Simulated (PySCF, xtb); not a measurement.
Si(H)2(OH)(SiH3) (H6OSi2), SMILES O[SiH2][SiH3]. Atoms are numbered in the order given.

```xyz
9

Si    -0.8620    -0.2060     0.1553
O     -1.3439     1.2912    -0.4134
Si     1.4721    -0.4541     0.0194
H     -1.2860    -0.4299     1.5768
H     -1.5452    -1.2116    -0.7057
H     -0.9392     2.0570     0.0040
H      2.1459     0.6254     0.8103
H      1.9376    -0.3506    -1.3982
H      1.8963    -1.7781     0.5740
```
Charge 0, spin multiplicity 1.

Coordinates come from a PBE0-D3(BJ)/def2-SVP optimisation. One conformer was computed; it need not be the lowest.

Method: PySCF with C-PCM-ωB97X/def2-SVP.

The values are the electrostatic part of the solvation free energy, E(continuum) − E(gas) at the gas-phase geometry, in a cavity of scaled van der Waals radii (PySCF's table); cavitation and dispersion terms are not included. In vacuum the orbital gap is 12.07 eV. The dipole moment in vacuum is 1.21 D.

Q: Estimate the values in water (ε = 78.36), 2-propanol (ε = 19.26), ethanol (ε = 24.85). (The exact figures need the calculation; the answer reports its results.)

A: 
| solvent | ε | ΔG(elec) (kcal/mol) | dipole (D) | gap (eV) |
|---|---|---|---|---|
| water | 78.36 | -4.0 | 1.56 | 12.17 |
| 2-propanol | 19.26 | -3.8 | 1.54 | 12.17 |
| ethanol | 24.85 | -3.8 | 1.54 | 12.17 |

For comparison, GFN2-xTB/ALPB(water) (xtb, at the GFN2-xTB geometry, all terms of that model) gives -3.7 kcal/mol.
